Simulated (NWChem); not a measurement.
Program: NWChem. System: H$_{5}$BO, charge 0, spin multiplicity 1, at a geometry optimised with PBE0/def2-SVP. The structure started from a generated list of species. Level: RHF/def2-TZVP.

Job file:

```
start mol
memory heap 200 mb stack 900 mb global 1100 mb
geometry units angstroms nocenter noautoz
  B     -0.879049     0.268646     0.000000
  H     -0.996575     0.908996    -1.028256
  H     -1.445609    -0.815893     0.000000
  H     -0.996575     0.908996     1.028256
  O      0.747630    -0.124358     0.000000
  H      0.926481    -0.675230    -0.773939
  H      0.926481    -0.675230     0.773939
  symmetry group Cs
end
basis spherical
  * library def2-tzvp
end
scf
  rhf
  nopen 0
  maxiter 100
  thresh 1e-7
  semidirect memsize 60000000 filesize 0
end
task scf energy
```

Output (cleaned and shortened):

```
             Northwest Computational Chemistry Package (NWChem) 7.3.0
             --------------------------------------------------------

                                NWChem Input Module
                                -------------------

 Scaling coordinates for geometry "geometry" by  1.889725989
 (inverse scale =  0.529177249)

 Turning off AUTOSYM since
 SYMMETRY directive was detected!

                             Geometry "geometry" -> ""
                             -------------------------

 Output coordinates in angstroms (scale by  1.889725989 to convert to a.u.)

  No.       Tag          Charge          X              Y              Z
 ---- ---------------- ---------- -------------- -------------- --------------
    1 B                    5.0000    -0.87904900     0.26864600     0.00000000
    2 H                    1.0000    -0.99657500     0.90899600    -1.02825600
    3 H                    1.0000    -1.44560900    -0.81589300     0.00000000
    4 H                    1.0000    -0.99657500     0.90899600     1.02825600
    5 O                    8.0000     0.74763000    -0.12435800     0.00000000
    6 H                    1.0000     0.92648100    -0.67523000    -0.77393900
    7 H                    1.0000     0.92648100    -0.67523000     0.77393900

 Effective nuclear repulsion energy (a.u.)      38.2152445235

            Nuclear Dipole moment (a.u.)
            ----------------------------
        X                 Y               Z
 ---------------- ---------------- ----------------
    -0.0000037795     0.0000094486     0.0000000000

      Symmetry information
      --------------------

 Group name             Cs
 Group number              2
 Group order               2
 No. of unique centers     5

      Symmetry unique atoms

     1    2    3    5    6


 Summary of "ao basis" -> "" (spherical)
 ------------------------------------------------------------------------------
       Tag                 Description            Shells   Functions and Types
 ---------------- ------------------------------  ------  ---------------------
 *                         def2-tzvp                  on all atoms

 Summary of "ao basis" -> "ao basis" (spherical)
 ------------------------------------------------------------------------------
       Tag                 Description            Shells   Functions and Types
 ---------------- ------------------------------  ------  ---------------------
 B                         def2-tzvp                11       31   5s3p2d1f
 H                         def2-tzvp                 4        6   3s1p
 O                         def2-tzvp                11       31   5s3p2d1f

                                 NWChem SCF Module
                                 -----------------

  ao basis        = "ao basis"
  functions       =    92
  atoms           =     7
  closed shells   =     9
  open shells     =     0
  charge          =   0.00
  wavefunction    = RHF
  use symmetry    = T
  symmetry adapt  = T

 Summary of "ao basis" -> "ao basis" (spherical)
 ------------------------------------------------------------------------------
       Tag                 Description            Shells   Functions and Types
 ---------------- ------------------------------  ------  ---------------------
 B                         def2-tzvp                11       31   5s3p2d1f
 H                         def2-tzvp                 4        6   3s1p
 O                         def2-tzvp                11       31   5s3p2d1f

      Symmetry analysis of basis
      --------------------------

        a'         59
        a"         33

 Forming initial guess at       0.1s

      Superposition of Atomic Density Guess
      -------------------------------------

 Sum of atomic energies:        -101.81806610

      Non-variational initial energy
      ------------------------------

 Total energy =    -102.603762
 1-e energy   =    -213.000523
 2-e energy   =      72.181517
 HOMO         =      -0.377432
 LUMO         =       0.025432

      Symmetry analysis of molecular orbitals - initial
      -------------------------------------------------

  Numbering of irreducible representations:

     1 a'          2 a"

  Orbital symmetries:

     1 a'          2 a'          3 a'          4 a'          5 a"
     6 a'          7 a'          8 a"          9 a'         10 a'
    11 a'         12 a"         13 a'         14 a'         15 a"
    16 a'         17 a"         18 a'         19 a'

 Starting SCF solution at       0.7s

 ----------------------------------------------
         Quadratically convergent ROHF

 Convergence threshold     :          1.000E-07
 Maximum no. of iterations :          100
 Final Fock-matrix accuracy:          1.000E-09
 ----------------------------------------------

              iter       energy          gnorm     gmax       time
             ----- ------------------- --------- --------- --------
                 1     -102.4314456770  6.99D-01  2.22D-01      0.8
                 2     -102.4658594300  1.93D-01  3.86D-02      0.8
                 3     -102.4684934834  1.67D-02  4.16D-03      1.0
                 4     -102.4685187502  9.29D-05  2.54D-05      1.2
                 5     -102.4685187512  5.58D-09  1.41D-09      1.6

       Final RHF  results
       ------------------

         Total SCF energy =   -102.468518751230
      One-electron energy =   -214.676939798013
      Two-electron energy =     73.993176523323
 Nuclear repulsion energy =     38.215244523460

        Time for solution =      0.9s

       Symmetry analysis of molecular orbitals - final
       -----------------------------------------------

  Numbering of irreducible representations:

     1 a'          2 a"

  Orbital symmetries:

     1 a'          2 a'          3 a'          4 a"          5 a'
     6 a'          7 a'          8 a"          9 a'         10 a'
    11 a"         12 a'         13 a'         14 a'         15 a"
    16 a'         17 a"         18 a'         19 a'

             Final eigenvalues
             -----------------

              1
    1  -20.6654
    2   -7.5596
    3   -1.4586
    4   -0.8153
    5   -0.7630
    6   -0.6591
    7   -0.5632
    8   -0.4340
    9   -0.4270
   10    0.0899
   11    0.1493
   12    0.1686
   13    0.1928
   14    0.2090
   15    0.2238
   16    0.3103
   17    0.3144
   18    0.3639
   19    0.4050

                       ROHF Final Molecular Orbital Analysis
                       -------------------------------------

 Vector    7  Occ=2.000000D+00  E=-5.632245D-01  Symmetry=a'
              MO Center= -4.9D-01,  2.2D-01, -1.4D-17, r^2= 2.1D+00
   Bfn.  Coefficient  Atom+Function         Bfn.  Coefficient  Atom+Function
  ----- ------------  ---------------      ----- ------------  ---------------
    55      0.293711  5 O  px                58      0.277932  5 O  px
     4      0.242186  1 B  s                 61      0.187793  5 O  px
     3      0.179693  1 B  s

 Vector    8  Occ=2.000000D+00  E=-4.340274D-01  Symmetry=a"
              MO Center= -9.3D-01,  6.5D-01, -1.6D-15, r^2= 1.7D+00
   Bfn.  Coefficient  Atom+Function         Bfn.  Coefficient  Atom+Function
  ----- ------------  ---------------      ----- ------------  ---------------
     8      0.282912  1 B  pz                11      0.238955  1 B  pz
    33     -0.217260  2 H  s                 45      0.217260  4 H  s

 Vector    9  Occ=2.000000D+00  E=-4.270208D-01  Symmetry=a'
              MO Center= -1.1D+00, -5.8D-02, -6.6D-16, r^2= 1.8D+00
   Bfn.  Coefficient  Atom+Function         Bfn.  Coefficient  Atom+Function
  ----- ------------  ---------------      ----- ------------  ---------------
     7      0.265028  1 B  py                39     -0.241358  3 H  s
    10      0.236654  1 B  py                40     -0.194137  3 H  s
    38     -0.160360  3 H  s

 Vector   10  Occ=0.000000D+00  E= 8.990852D-02  Symmetry=a'
              MO Center=  8.1D-01, -8.2D-01, -4.3D-16, r^2= 4.3D+00
   Bfn.  Coefficient  Atom+Function         Bfn.  Coefficient  Atom+Function
  ----- ------------  ---------------      ----- ------------  ---------------
    54      1.300768  5 O  s                 83     -0.782130  6 H  s
    89     -0.782130  7 H  s                  5     -0.588335  1 B  s
     4      0.430512  1 B  s                 12     -0.258771  1 B  px
    40      0.239364  3 H  s                 13      0.238135  1 B  py
    62     -0.224901  5 O  py                52      0.182325  5 O  s

 Vector   11  Occ=0.000000D+00  E= 1.492508D-01  Symmetry=a"
              MO Center=  3.8D-01, -8.4D-01,  5.5D-15, r^2= 5.9D+00
   Bfn.  Coefficient  Atom+Function         Bfn.  Coefficient  Atom+Function
  ----- ------------  ---------------      ----- ------------  ---------------
    14      1.208519  1 B  pz                83     -1.156037  6 H  s
    89      1.156037  7 H  s                 34      0.850911  2 H  s
    46     -0.850911  4 H  s                 63     -0.662646  5 O  pz
    57     -0.164002  5 O  pz

 Vector   12  Occ=0.000000D+00  E= 1.685735D-01  Symmetry=a'
              MO Center= -2.3D+00,  3.4D-01,  3.5D-16, r^2= 5.4D+00
   Bfn.  Coefficient  Atom+Function         Bfn.  Coefficient  Atom+Function
  ----- ------------  ---------------      ----- ------------  ---------------
     5      4.312090  1 B  s                  4     -1.768188  1 B  s
    40     -1.482993  3 H  s                 34     -1.006084  2 H  s
    46     -1.006084  4 H  s                 12     -0.812640  1 B  px
    83     -0.281581  6 H  s                 89     -0.281581  7 H  s
    13     -0.249910  1 B  py                54      0.226921  5 O  s

 center of mass
 --------------
 x =   0.04024070 y =   0.03641206 z =   0.00000000

 moments of inertia (a.u.)
 ------------------
          27.225411430983          21.420505284480           0.000000000000
          21.420505284480          95.024964853659           0.000000000000
           0.000000000000           0.000000000000          98.406344706446

  Mulliken analysis of the total density
  --------------------------------------

    Atom       Charge   Shell Charges
 -----------   ------   -------------------------------------------------------
    1 B    5     5.14   0.91  1.07  0.45  0.52  0.04  0.92  0.95  0.15  0.05  0.07  0.01
    2 H    1     1.05   0.26  0.53  0.26  0.01
    3 H    1     1.06   0.26  0.53  0.26  0.01
    4 H    1     1.05   0.26  0.53  0.26  0.01
    5 O    8     8.49   0.79  1.18  0.55  0.98  0.20  1.87  2.11  0.78  0.00  0.03  0.00
    6 H    1     0.60   0.24  0.30  0.02  0.04
    7 H    1     0.60   0.24  0.30  0.02  0.04

       Multipole analysis of the density wrt the origin
       ------------------------------------------------

     L   x y z        total         open         nuclear
     -   - - -        -----         ----         -------
     0   0 0 0     -0.000000      0.000000     18.000000

     1   1 0 0      1.455957      0.000000     -0.000004
     1   0 1 0     -1.058608      0.000000      0.000009
     1   0 0 1      0.000000      0.000000      0.000000

     2   2 0 0    -12.134094      0.000000     50.452295
     2   1 1 0     -1.786143      0.000000    -13.598734
     2   1 0 1      0.000000      0.000000      0.000000
     2   0 2 0    -11.480259      0.000000     13.265335
     2   0 1 1     -0.000000      0.000000      0.000000
     2   0 0 2    -10.575801      0.000000     11.829450

 Task  times  cpu:        1.6s     wall:        1.6s

 Total times  cpu:        1.7s     wall:        1.7s
```
